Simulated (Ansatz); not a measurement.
Calculated with Ansatz (gas phase, PBE0-D4/def2-TZVP geometries, no zero-point term in ΔE). CCSD(T)/CBS adds triple-zeta CCSD(T) − MP2 to the extrapolated MP2 energy (def2 sets, frozen cores). DFT in def2-TZVPP. Each species was taken in one conformer, which may not be the lowest.

Consider the formal exchange of groups at a C–O bond: `NCO[SiH2]F` + `C=CC` → `C=C(C)CN` + `O[SiH2]F`.

`NCO[SiH2]F`:

Z-matrix (Å, degrees):
```
C
O 1 1.437
N 1 1.417 2 115.0
H 1 1.096 2 109.1 3 122.9
H 1 1.091 2 105.6 3 -120.6
Si 2 1.622 1 124.7 3 -88.7
H 3 1.011 1 111.7 2 -58.8
H 3 1.011 1 112.3 2 63.6
F 6 1.602 2 110.7 1 67.9
H 6 1.484 2 110.9 1 -48.8
H 6 1.475 2 107.6 1 -174.2
```

`C=CC`:

Z-matrix (Å, degrees):
```
C
C 1 1.490
H 1 1.095 2 111.0
H 1 1.095 2 111.0 3 118.3
H 1 1.092 2 111.5 3 -120.8
C 2 1.325 1 125.1 3 120.8
H 2 1.088 1 116.2 3 -59.2
H 6 1.084 2 121.6 1 -180.0
H 6 1.086 2 121.4 1 0.0
```

`C=C(C)CN`:

```xyz
14

C    -0.699   -0.551    1.557
C    -0.081    0.058    0.550
C    -0.064    1.543    0.387
C     0.649   -0.734   -0.498
N     0.087   -0.482   -1.819
H    -0.694   -1.632    1.649
H    -1.223    0.008    2.324
H     0.962    1.923    0.443
H    -0.657    2.039    1.156
H    -0.444    1.821   -0.599
H     0.652   -1.794   -0.206
H     1.695   -0.405   -0.521
H    -0.839   -0.885   -1.886
H     0.656   -0.911   -2.538
```

`O[SiH2]F`:

```xyz
6

O     1.146    0.504   -0.230
Si   -0.236   -0.248    0.194
F    -0.888   -0.994   -1.057
H     1.099    1.291   -0.774
H     0.136   -1.266    1.194
H    -1.257    0.713    0.673
```

```csv
level,ΔE (kJ/mol)
PBE,-23.9
MP2/def2-QZVPP,-39.9
HF/CBS(def2),-18.1
MP2/CBS(def2),-40.9
```

Task: What does CCSD(T)/CBS give? (Best estimate.)

Result: Ansatz gave: -33.6 kJ/mol. The listed levels differ from it by 9.7, -6.3, 15.5, -7.3 kJ/mol.

Largest T1 diagnostic among the species: 0.012.

From PBE to PBE0 (25 % exact exchange), in def2-TZVPP and without D4, ΔE moves by −3.6 kJ/mol. In def2-TZVPP, CCSD(T) changes the Hartree–Fock value by −13.1 kJ/mol (the triples alone add −0.9 kJ/mol) and MP2 by −20.5 kJ/mol.

CCSD(T)/CBS has its own doubt, a few kJ/mol and more with outer-core shells, so smaller differences from it don't rank the levels.
